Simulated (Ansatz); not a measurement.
M(NH2)3 with several metals: gap (eV) at several levels, gas phase, relaxed structures; Ansatz. Core potentials for Dy, La, Nd in the def2 sets, no spin–orbit coupling. HOMO and LUMO are taken over both spins. With an open 4f shell the SCF may have ended above the lowest state. Singlets are spin-restricted. Names give formal oxidation states. The structures are stationary points that may keep the symmetry of their start. Remarks come from the PBE and PBE0 runs and from stability tests at other levels; not every state was tested.

```
          species    state            geometry  PBE-D4/def2-TZVP  r2SCAN-D4/def2-TZVP  PBE0-D4/def2-SVP  PBE0-D4/def2-TZVP                                        remarks
La(NH2)3 (LaN3H6)  singlet  r2SCAN-D4/def2-SVP              2.92                 3.59              4.65               4.81                                              –
Co(NH2)3 (CoN3H6)  quintet    PBE0-D4/def2-SVP              1.03                 1.76              4.38               4.50  triplet lower at PBE, spin states tie at PBE0
  V(NH2)3 (VN3H6)  triplet     PBE-D4/def2-SVP              1.41                 2.07              4.84               4.76                                              –
Cr(NH2)3 (CrN3H6)  quartet  r2SCAN-D4/def2-SVP              2.56                 3.09              5.00               5.13                                              –
Nd(NH2)3 (NdN3H6)  quartet     PBE-D4/def2-SVP              1.33                 2.63              4.66               4.89                                              –
Dy(NH2)3 (DyN3H6)   sextet  r2SCAN-D4/def2-SVP              0.83                 2.09              4.81               4.96                                              –
```

Q: Estimate the column for PBE-D4/def2-SVP.

A: La(NH2)3 (LaN3H6) 2.76; Co(NH2)3 (CoN3H6) 0.99; V(NH2)3 (VN3H6) 1.45; Cr(NH2)3 (CrN3H6) 2.63; Nd(NH2)3 (NdN3H6) 1.28; Dy(NH2)3 (DyN3H6) 0.84.

Over the 6 species that have every level, the mean is 1.66 at PBE-D4/def2-SVP, 1.68 at PBE-D4/def2-TZVP, 2.54 at r2SCAN-D4/def2-TZVP, 4.72 at PBE0-D4/def2-SVP, 4.84 at PBE0-D4/def2-TZVP. Orbital gaps grow with the share of exact exchange and aren't one observable across functionals.
